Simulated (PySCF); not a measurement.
Spin states and ions at one geometry of Re2N2

PySCF 2.14.0, UKS PBE, Re def2-SVP with ECP60, N def2-SVP; non-relativistic Hamiltonian with scalar-relativistic core potentials where named; density fitting; no spin-orbit coupling; singlets restricted, open shells unrestricted. The geometry is relaxed for charge 0, triplet, vacuum:

```xyz
4

Re    0.0000    0.0000    1.3841
Re    0.0000    0.0000   -1.3841
N     1.1669    0.0000    0.0000
N    -1.1669    0.0000    0.0000
```

Energies count from the relaxed state; an electron taken off or put on is at rest in vacuum. Charges and spins are Mulliken's.

Question: Order these states by energy, lowest first.
A. charge 0, quintet, vacuum
B. charge 0, triplet, vacuum
C. charge -1, quartet, vacuum
D. charge -1, doublet, vacuum
E. charge +1, doublet, vacuum
F. charge +1, quartet, vacuum
G. charge 0, septet, vacuum

Answer: C (-1.62 eV), D (-1.47 eV), B (0.00 eV), A (0.18 eV), G (0.69 eV), F (6.82 eV), E (7.06 eV).

Question: How do charge and spin on the first atom follow?

Answer: 
```csv
state,spin squared,charge on Re1 (e),spin on Re1 (e),dipole about the centre of mass (D)
"charge 0, triplet, vacuum",2.03,0.31,1.15,0.00
"charge 0, quintet, vacuum",6.04,0.29,2.20,0.00
"charge 0, septet, vacuum",12.05,0.36,3.08,0.00
"charge +1, doublet, vacuum",1.59,0.78,0.61,0.00
"charge +1, quartet, vacuum",3.79,0.78,1.72,0.00
"charge -1, doublet, vacuum",0.76,-0.16,0.58,0.00
"charge -1, quartet, vacuum",3.80,-0.19,1.66,0.00
```

With an electron taken off (quartet, the lower of the two states computed) the charges change, summed by element, by Re +0.96 e, N +0.04 e. The vertical ionisation energy is 6.82 eV, against −ε(HOMO) = 4.10 eV over both spins of the relaxed state. The level lies 2.7 eV too high, as is usual for semilocal functionals and global hybrids, which keep a self-interaction error.

With an electron put on (quartet, the lower of the two states computed) the charges change, summed by element, by Re -0.98 e, N -0.02 e. The vertical electron affinity is 1.62 eV, against −ε(LUMO) = 3.81 eV over both spins of the relaxed state. The basis has no diffuse functions, which an added electron needs. The added electron's level lies above zero.

Open shells may have lower solutions than those found. Spin squared well over S(S+1) tells of spin contamination.
